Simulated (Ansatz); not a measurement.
Born–Oppenheimer molecular dynamics of C₅H₁₅NO₂Si (24 atoms, charge 0, multiplicity 1). It starts from a relaxed structure.

Level of theory: RKS r2SCAN/STO-3G in Ansatz 0.2.0.

```yaml
ensemble: NVT, Langevin thermostat
time_step: 0.5 fs
steps_asked: 168
set_temperature: 500 K
friction: 0.001 /fs
seed: 148768
```

First frame:

```xyz
24
Properties=species:S:1:pos:R:3
Si -0.169 -0.149 0.104
O 0.395 -0.228 1.722
C -0.725 -0.431 2.638
H -1.248 -1.403 2.488
H -0.315 -0.433 3.667
H -1.492 0.372 2.584
N 1.217 0.092 -0.969
C 2.124 -1.084 -1.140
H 1.528 -1.974 -1.401
H 2.831 -0.886 -1.967
H 2.728 -1.322 -0.237
C 2.022 1.310 -0.638
H 2.688 1.557 -1.485
H 1.333 2.156 -0.473
H 2.656 1.195 0.267
O -1.118 1.280 0.058
C -1.682 1.464 -1.276
H -2.428 0.684 -1.549
H -2.207 2.440 -1.282
H -0.915 1.487 -2.081
C -1.105 -1.684 -0.443
H -2.156 -1.642 -0.135
H -1.079 -1.787 -1.532
H -0.668 -2.591 -0.009
```

(1) How far do the bonds stretch over the last three quarters of this one trajectory? (Pairs bonded in most of those frames.)

## Answers

(1) 
| bond | mean (Å) | spread (Å) | shortest | longest |
| --- | --- | --- | --- | --- |
| Si1–O2 | 1.715 | 0.012 | 1.70 | 1.73 |
| Si1–N7 | 1.755 | 0.046 | 1.69 | 1.84 |
| Si1–O16 | 1.714 | 0.038 | 1.67 | 1.79 |
| Si1–C21 | 1.884 | 0.027 | 1.84 | 1.92 |
| O2–C3 | 1.459 | 0.007 | 1.44 | 1.47 |
| C3–H4 | 1.116 | 0.022 | 1.08 | 1.15 |
| C3–H5 | 1.111 | 0.016 | 1.09 | 1.14 |
| C3–H6 | 1.115 | 0.028 | 1.07 | 1.16 |
| N7–C8 | 1.491 | 0.017 | 1.45 | 1.52 |
| N7–C12 | 1.495 | 0.032 | 1.44 | 1.55 |
| C8–H9 | 1.104 | 0.008 | 1.09 | 1.12 |
| C8–H10 | 1.108 | 0.015 | 1.08 | 1.14 |
| C8–H11 | 1.115 | 0.013 | 1.09 | 1.14 |
| C12–H13 | 1.114 | 0.026 | 1.07 | 1.15 |
| C12–H14 | 1.107 | 0.019 | 1.07 | 1.15 |
| C12–H15 | 1.109 | 0.032 | 1.06 | 1.16 |
| O16–C17 | 1.457 | 0.029 | 1.41 | 1.50 |
| C17–H18 | 1.117 | 0.037 | 1.06 | 1.17 |
| C17–H19 | 1.111 | 0.026 | 1.07 | 1.15 |
| C17–H20 | 1.117 | 0.032 | 1.07 | 1.17 |
| C21–H22 | 1.096 | 0.015 | 1.07 | 1.12 |
| C21–H23 | 1.097 | 0.028 | 1.05 | 1.15 |
| C21–H24 | 1.096 | 0.017 | 1.06 | 1.14 |

Mean temperature of the second half: 253 K. The mean temperature of the second half is 49 % below the set value. A run of 0.084 ps of so small a system gives no equilibrium averages. Limits of this set-up: minimal basis.

Time of the run: 26 min on 2 threads of Arm Neoverse V1 (shared host), peak memory 0.19 GiB.
